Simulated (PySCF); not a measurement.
# Computed records: CH4Al

Calculation on a computer-drawn molecule: vertical ionisation energy to the stated ion spin, frozen-core CCSD(T) at the basis limit and cheaper methods, single-reference cases, UHF for radicals, no spin-orbit; all values are single points at the evaluated structure, the first of each entry, which is the reference or a displaced copy of it and isn't optimised; the reference structure only sets the zero of the energies above reference; triples share is (T) over the correlation energy. Program: PySCF 2.14.0.

Common to all runs: charge 0; multiplicity 2; ion multiplicity 1; diffuse functions no; basis cc-pV(n+d)Z; reference is the Hartree-Fock double-zeta minimum; best is HF at quadruple zeta + MP2 correlation extrapolated from triple and quadruple zeta + CCSD(T) minus MP2 at triple zeta; basis step is the size of the change from the same recipe one zeta lower.

(1) 
```xyz
6
formula=CH4Al ionisation_energy_best=7.451 ionisation_energy_basis_step=0.01854 energy_above_reference_best=14.78 energy_above_reference_basis_step=0.1479 total_energy_HF_triple_zeta=-282.0757 total_energy_CCSD(T)_triple_zeta=-282.3576 total_energy_best=-282.3895 T1_diagnostic_at_triple_zeta=0.01246 D1_diagnostic_at_triple_zeta=0.03321 spin_squared_at_triple_zeta=0.7538 ion_T1_diagnostic_at_triple_zeta=0.01231 ion_D1_diagnostic_at_triple_zeta=0.02784 triples_share_at_triple_zeta=0.03299 basis_functions_triple_zeta=125 dipole_magnitude_HF_at_triple_zeta=0.2643 dipole_magnitude_CCSD_unrelaxed_at_triple_zeta=0.2805 dipole_magnitude_PBE_at_triple_zeta=0.3911 dipole_magnitude_r2SCAN_at_triple_zeta=0.3621 dipole_magnitude_B3LYP_at_triple_zeta=0.3247 dipole_magnitude_wB97X_at_triple_zeta=0.3176
C     -0.2394     1.4218     0.5925
Al     1.2864     0.1445     0.8827
H     -1.0339     1.0184     0.9335
H     -0.0209     2.3933     1.2076
H     -0.2748     1.6737    -0.4789
H      1.1431    -1.1615     0.1788
```

Units: ionisation_energy_best, ionisation_energy_basis_step in eV; energy_above_reference_best, energy_above_reference_basis_step in kcal/mol; total_energy_HF_triple_zeta, total_energy_CCSD(T)_triple_zeta, total_energy_best in hartree; dipole_magnitude_HF_at_triple_zeta, dipole_magnitude_CCSD_unrelaxed_at_triple_zeta, dipole_magnitude_PBE_at_triple_zeta, dipole_magnitude_r2SCAN_at_triple_zeta, dipole_magnitude_B3LYP_at_triple_zeta, dipole_magnitude_wB97X_at_triple_zeta in debye.

Reference structure:
```xyz
6
CH4Al
C     -0.1721     1.4275     0.5969
Al     1.2482     0.0948     0.9385
H     -1.1488     1.0119     0.8763
H     -0.0379     2.3684     1.1365
H     -0.2218     1.6546    -0.4757
H      1.1427    -1.3156     0.1951
```

Drawn bonds:
```
atom  other atom  order
   1           2      1
   1           3      1
   1           4      1
   1           5      1
   2           6      1
```

Triple zeta:
```
 method  ionisation energy (eV)  energy above reference (kcal/mol)
     HF                   7.247                              14.81
    PBE                   7.425                              15.46
 r2SCAN                   7.575                              15.03
  B3LYP                   7.509                              14.62
  wB97X                   7.422                              15.02
    MP2                   7.387                              14.74
   CCSD                   7.414                              14.87
CCSD(T)                   7.416                              14.92
```

(2) 
```xyz
6
formula=CH4Al ionisation_energy_best=7.463 ionisation_energy_basis_step=0.01865 energy_above_reference_best=13.82 energy_above_reference_basis_step=0.1205 total_energy_HF_triple_zeta=-282.0772 total_energy_CCSD(T)_triple_zeta=-282.3591 total_energy_best=-282.3910 T1_diagnostic_at_triple_zeta=0.01255 D1_diagnostic_at_triple_zeta=0.03355 spin_squared_at_triple_zeta=0.754 ion_T1_diagnostic_at_triple_zeta=0.01244 ion_D1_diagnostic_at_triple_zeta=0.0281 triples_share_at_triple_zeta=0.03304 basis_functions_triple_zeta=125 dipole_magnitude_HF_at_triple_zeta=0.3322 dipole_magnitude_CCSD_unrelaxed_at_triple_zeta=0.3417 dipole_magnitude_PBE_at_triple_zeta=0.4416 dipole_magnitude_r2SCAN_at_triple_zeta=0.4201 dipole_magnitude_B3LYP_at_triple_zeta=0.3861 dipole_magnitude_wB97X_at_triple_zeta=0.3775
C     -0.2394     1.4218     0.5925
Al     1.2864     0.1445     0.8827
H     -1.0339     1.0184     0.9335
H     -0.0209     2.3933     1.2076
H     -0.2748     1.6737    -0.4789
H      1.1404    -1.1860     0.1656
```

Units: ionisation_energy_best, ionisation_energy_basis_step in eV; energy_above_reference_best, energy_above_reference_basis_step in kcal/mol; total_energy_HF_triple_zeta, total_energy_CCSD(T)_triple_zeta, total_energy_best in hartree; dipole_magnitude_HF_at_triple_zeta, dipole_magnitude_CCSD_unrelaxed_at_triple_zeta, dipole_magnitude_PBE_at_triple_zeta, dipole_magnitude_r2SCAN_at_triple_zeta, dipole_magnitude_B3LYP_at_triple_zeta, dipole_magnitude_wB97X_at_triple_zeta in debye.

Reference structure:
```xyz
6
CH4Al
C     -0.1721     1.4275     0.5969
Al     1.2482     0.0948     0.9385
H     -1.1488     1.0119     0.8763
H     -0.0379     2.3684     1.1365
H     -0.2218     1.6546    -0.4757
H      1.1427    -1.3156     0.1951
```

Drawn bonds:
```
atom  other atom  order
   1           2      1
   1           3      1
   1           4      1
   1           5      1
   2           6      1
```

Triple zeta:
```
 method  ionisation energy (eV)  energy above reference (kcal/mol)
     HF                   7.262                              13.87
    PBE                   7.435                              14.39
 r2SCAN                   7.587                              14.05
  B3LYP                   7.521                              13.67
  wB97X                   7.436                              14.06
    MP2                     7.4                              13.83
   CCSD                   7.426                              13.92
CCSD(T)                   7.427                              13.96
```

(3) 
```xyz
6
formula=CH4Al ionisation_energy_best=7.531 ionisation_energy_basis_step=0.02024 energy_above_reference_best=13.53 energy_above_reference_basis_step=0.04935 total_energy_HF_triple_zeta=-282.0771 total_energy_CCSD(T)_triple_zeta=-282.3597 total_energy_best=-282.3915 T1_diagnostic_at_triple_zeta=0.01328 D1_diagnostic_at_triple_zeta=0.03608 spin_squared_at_triple_zeta=0.7558 ion_T1_diagnostic_at_triple_zeta=0.01369 ion_D1_diagnostic_at_triple_zeta=0.03219 triples_share_at_triple_zeta=0.03342 basis_functions_triple_zeta=125 dipole_magnitude_HF_at_triple_zeta=0.7851 dipole_magnitude_CCSD_unrelaxed_at_triple_zeta=0.737 dipole_magnitude_PBE_at_triple_zeta=0.7981 dipole_magnitude_r2SCAN_at_triple_zeta=0.8115 dipole_magnitude_B3LYP_at_triple_zeta=0.7893 dipole_magnitude_wB97X_at_triple_zeta=0.7884
C     -0.2394     1.4218     0.5925
Al     1.2864     0.1445     0.8827
H     -1.0339     1.0184     0.9335
H     -0.0209     2.3933     1.2076
H     -0.2748     1.6737    -0.4789
H      1.1241    -1.3341     0.0858
```

Units: ionisation_energy_best, ionisation_energy_basis_step in eV; energy_above_reference_best, energy_above_reference_basis_step in kcal/mol; total_energy_HF_triple_zeta, total_energy_CCSD(T)_triple_zeta, total_energy_best in hartree; dipole_magnitude_HF_at_triple_zeta, dipole_magnitude_CCSD_unrelaxed_at_triple_zeta, dipole_magnitude_PBE_at_triple_zeta, dipole_magnitude_r2SCAN_at_triple_zeta, dipole_magnitude_B3LYP_at_triple_zeta, dipole_magnitude_wB97X_at_triple_zeta in debye.

Reference structure:
```xyz
6
CH4Al
C     -0.1721     1.4275     0.5969
Al     1.2482     0.0948     0.9385
H     -1.1488     1.0119     0.8763
H     -0.0379     2.3684     1.1365
H     -0.2218     1.6546    -0.4757
H      1.1427    -1.3156     0.1951
```

Drawn bonds:
```
atom  other atom  order
   1           2      1
   1           3      1
   1           4      1
   1           5      1
   2           6      1
```

Triple zeta:
```
 method  ionisation energy (eV)  energy above reference (kcal/mol)
     HF                   7.358                              13.87
    PBE                   7.499                              13.23
 r2SCAN                    7.66                               13.5
  B3LYP                   7.596                              13.21
  wB97X                    7.53                              13.69
    MP2                   7.479                              13.92
   CCSD                   7.498                              13.65
CCSD(T)                   7.496                              13.61
```

(4) 
```xyz
6
formula=CH4Al ionisation_energy_best=7.668 ionisation_energy_basis_step=0.01857 energy_above_reference_best=8.689 energy_above_reference_basis_step=0.2169 total_energy_HF_triple_zeta=-282.0838 total_energy_CCSD(T)_triple_zeta=-282.3679 total_energy_best=-282.3992 T1_diagnostic_at_triple_zeta=0.01319 D1_diagnostic_at_triple_zeta=0.03535 spin_squared_at_triple_zeta=0.7548 ion_T1_diagnostic_at_triple_zeta=0.01342 ion_D1_diagnostic_at_triple_zeta=0.03096 triples_share_at_triple_zeta=0.03446 basis_functions_triple_zeta=125 dipole_magnitude_HF_at_triple_zeta=0.5045 dipole_magnitude_CCSD_unrelaxed_at_triple_zeta=0.4414 dipole_magnitude_PBE_at_triple_zeta=0.3903 dipole_magnitude_r2SCAN_at_triple_zeta=0.4287 dipole_magnitude_B3LYP_at_triple_zeta=0.4494 dipole_magnitude_wB97X_at_triple_zeta=0.4019
C     -0.1751     1.4071     0.5154
Al     1.3339     0.0601     0.9324
H     -1.1714     1.0058     0.8434
H     -0.0538     2.4653     1.1353
H     -0.1978     1.7318    -0.5075
H      1.0927    -1.3039     0.2005
```

Units: ionisation_energy_best, ionisation_energy_basis_step in eV; energy_above_reference_best, energy_above_reference_basis_step in kcal/mol; total_energy_HF_triple_zeta, total_energy_CCSD(T)_triple_zeta, total_energy_best in hartree; dipole_magnitude_HF_at_triple_zeta, dipole_magnitude_CCSD_unrelaxed_at_triple_zeta, dipole_magnitude_PBE_at_triple_zeta, dipole_magnitude_r2SCAN_at_triple_zeta, dipole_magnitude_B3LYP_at_triple_zeta, dipole_magnitude_wB97X_at_triple_zeta in debye.

Reference structure:
```xyz
6
CH4Al
C     -0.1721     1.4275     0.5969
Al     1.2482     0.0948     0.9385
H     -1.1488     1.0119     0.8763
H     -0.0379     2.3684     1.1365
H     -0.2218     1.6546    -0.4757
H      1.1427    -1.3156     0.1951
```

Drawn bonds:
```
atom  other atom  order
   1           2      1
   1           3      1
   1           4      1
   1           5      1
   2           6      1
```

Triple zeta:
```
 method  ionisation energy (eV)  energy above reference (kcal/mol)
     HF                   7.504                              9.697
    PBE                   7.625                              7.726
 r2SCAN                   7.789                              8.727
  B3LYP                   7.727                              8.489
  wB97X                   7.653                              9.104
    MP2                    7.61                              9.025
   CCSD                   7.637                              8.698
CCSD(T)                   7.634                              8.441
```

(5) 
```xyz
6
formula=CH4Al ionisation_energy_best=7.512 ionisation_energy_basis_step=0.01842 energy_above_reference_best=4.629 energy_above_reference_basis_step=0.3357 total_energy_HF_triple_zeta=-282.0920 total_energy_CCSD(T)_triple_zeta=-282.3744 total_energy_best=-282.4057 T1_diagnostic_at_triple_zeta=0.01274 D1_diagnostic_at_triple_zeta=0.03315 spin_squared_at_triple_zeta=0.7555 ion_T1_diagnostic_at_triple_zeta=0.01281 ion_D1_diagnostic_at_triple_zeta=0.02791 triples_share_at_triple_zeta=0.03349 basis_functions_triple_zeta=125 dipole_magnitude_HF_at_triple_zeta=0.4365 dipole_magnitude_CCSD_unrelaxed_at_triple_zeta=0.3839 dipole_magnitude_PBE_at_triple_zeta=0.4582 dipole_magnitude_r2SCAN_at_triple_zeta=0.4554 dipole_magnitude_B3LYP_at_triple_zeta=0.4368 dipole_magnitude_wB97X_at_triple_zeta=0.4209
C     -0.2012     1.4165     0.6576
Al     1.3488     0.0325     0.9554
H     -1.1751     1.0387     0.8819
H     -0.0813     2.3530     1.1048
H     -0.2710     1.6430    -0.4535
H      1.2766    -1.3728     0.1684
```

Units: ionisation_energy_best, ionisation_energy_basis_step in eV; energy_above_reference_best, energy_above_reference_basis_step in kcal/mol; total_energy_HF_triple_zeta, total_energy_CCSD(T)_triple_zeta, total_energy_best in hartree; dipole_magnitude_HF_at_triple_zeta, dipole_magnitude_CCSD_unrelaxed_at_triple_zeta, dipole_magnitude_PBE_at_triple_zeta, dipole_magnitude_r2SCAN_at_triple_zeta, dipole_magnitude_B3LYP_at_triple_zeta, dipole_magnitude_wB97X_at_triple_zeta in debye.

Reference structure:
```xyz
6
CH4Al
C     -0.1721     1.4275     0.5969
Al     1.2482     0.0948     0.9385
H     -1.1488     1.0119     0.8763
H     -0.0379     2.3684     1.1365
H     -0.2218     1.6546    -0.4757
H      1.1427    -1.3156     0.1951
```

Drawn bonds:
```
atom  other atom  order
   1           2      1
   1           3      1
   1           4      1
   1           5      1
   2           6      1
```

Triple zeta:
```
 method  ionisation energy (eV)  energy above reference (kcal/mol)
     HF                   7.306                              4.527
    PBE                   7.481                              4.312
 r2SCAN                   7.636                              4.639
  B3LYP                   7.568                              4.301
  wB97X                   7.494                              4.828
    MP2                   7.458                              4.634
   CCSD                   7.474                              4.461
CCSD(T)                   7.476                              4.416
```
